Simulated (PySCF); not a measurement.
CH6BeGeS, SMILES C[S][Be][GeH3]. Atoms are numbered in the order given.

```xyz
10

Be     0.1607    -0.0572    -0.4702
S     -0.2288    -0.5690    -2.2622
C     -1.9977    -1.1034    -2.1210
H     -2.1027    -1.9615    -1.4442
H     -2.3101    -1.4080    -3.1285
H     -2.6397    -0.2778    -1.7869
Ge     0.6194     0.5453     1.5848
H      0.8657    -0.6515     2.5362
H      1.8874     1.4301     1.6795
H     -0.5189     1.3732     2.2328
```

Geometry: B3LYP-D3(BJ)/def2-SVP. The structure was generated by enumeration; whether it is a known compound was not checked. Other conformers were not sampled.

Computed with PBE/def2-TZVP (PySCF).

ESP charges are fitted to the potential on shells at 1.4 to 2.0 van der Waals radii. Atomic charges (e):

```json
[
 {"atom": "Be1", "ESP fit": "0.38", "meta-Löwdin": "[?]"},
 {"atom": "S2", "ESP fit": "-0.26", "meta-Löwdin": "-0.61"},
 {"atom": "C3", "ESP fit": "-0.47", "meta-Löwdin": "[?]"},
 {"atom": "H4", "ESP fit": "0.17", "meta-Löwdin": "0.14"},
 {"atom": "H5", "ESP fit": "0.21", "meta-Löwdin": "0.14"},
 {"atom": "H6", "ESP fit": "0.17", "meta-Löwdin": "0.14"},
 {"atom": "Ge7", "ESP fit": "-0.18", "meta-Löwdin": "[?]"},
 {"atom": "H8", "ESP fit": "-0.01", "meta-Löwdin": "-0.03"},
 {"atom": "H9", "ESP fit": "0.00", "meta-Löwdin": "-0.02"},
 {"atom": "H10", "ESP fit": "-0.01", "meta-Löwdin": "-0.03"}
]
```

Task: Complete the blanks. (An estimate is asked for; the answer gives what the named calculation found.)

Result: 
- Be1, meta-Löwdin: 1.05
- C3, meta-Löwdin: -0.39
- Ge7, meta-Löwdin: -0.40
